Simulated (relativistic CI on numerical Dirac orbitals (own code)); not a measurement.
Ligand-field terms of d5

Computed with a parametric ligand-field model of a d^n configuration (Racah B and C, spin-orbit zeta, crystal field), exact diagonalisation.

Field parameters in Wybourne normalisation: Td as Oh with Dq negative (B⁴₀ = 21Dq, B⁴₄ = √(5/14) B⁴₀). The field is a parameter set, without covalency.

B = 330 cm⁻¹, C = 1250 cm⁻¹ (C/B = 3.79), Td, no spin-orbit coupling. Tanabe-Sugano data, E/B above the lowest term (Δ = |10Dq|; b, c mark the second and third term of a kind):

| Δ/B | 6A1 | 4T1 | 4T2 | 4T1(b) | 2T2 | 2A2 |
| --- | --- | --- | --- | --- | --- | --- |
| 1.0 | 0.00 | 28.76 | 28.92 | 33.68 | 41.11 | 41.18 |
| 2.8 | 0.00 | 27.78 | 28.77 | 34.59 | 39.77 | 40.45 |
| 4.6 | 0.00 | 26.37 | 28.45 | 35.86 | 37.38 | 39.27 |
| 6.4 | 0.00 | 24.83 | 27.95 | 37.17 | 34.52 | 37.88 |
| 8.2 | 0.00 | 23.18 | 27.23 | 38.47 | 31.38 | 36.34 |
| 10.0 | 0.00 | 21.53 | 26.31 | 39.67 | 28.17 | 34.75 |
| 11.8 | 0.00 | 19.84 | 25.20 | 40.74 | 24.90 | 33.11 |
| 13.6 | 0.00 | 18.11 | 23.92 | 41.68 | 21.53 | 31.41 |
| 15.4 | 0.00 | 16.39 | 22.54 | 42.43 | 18.18 | 29.72 |
| 17.2 | 0.00 | 14.64 | 21.05 | 43.03 | 14.74 | 27.99 |
| 19.0 | 0.00 | 12.90 | 19.52 | 43.50 | 11.34 | 26.27 |
| 20.8 | 0.00 | 11.16 | 17.95 | 43.85 | 7.93 | 24.54 |

The ground term stays 6A1.
